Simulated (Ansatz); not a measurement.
Mulliken charges of CH4BInO, SMILES `[InH2][B]1CO1` from PBE/def2-TZVPP in Ansatz (PBE0-D4/def2-TZVP geometry).

```csv
atom,x (Å),y (Å),z (Å),charge (e)
In1,-0.979,1.533,-0.744,0.360
B2,0.301,-0.076,0.121,-0.015
C3,0.684,-1.466,0.628,-0.119
O4,1.542,-0.261,0.583,-0.179
H5,-1.065,1.786,-2.448,-0.128
H6,-1.965,2.527,0.263,-0.128
H7,0.462,-1.791,1.640,0.105
H8,1.020,-2.251,-0.043,0.105
```

**Question.** By hand: the dipole of these point charges (1 e Å = 4.8032 D).

**Answer.** Σ q r = (-0.171, -0.202, -0.001) e Å, of length 0.265 e Å = 1.27 D.

**Question.** How does the dipole of the full density compare? (An estimate is asked.)

**Answer.** The calculation gave: (-0.136, -0.149, -0.004) e Å, 0.97 D; the point charges give 1.31 times that, at 2° from its direction.

Point charges leave out the atoms' own dipoles, such as those of lone pairs, and Mulliken's split depends on the basis, so the two needn't agree.
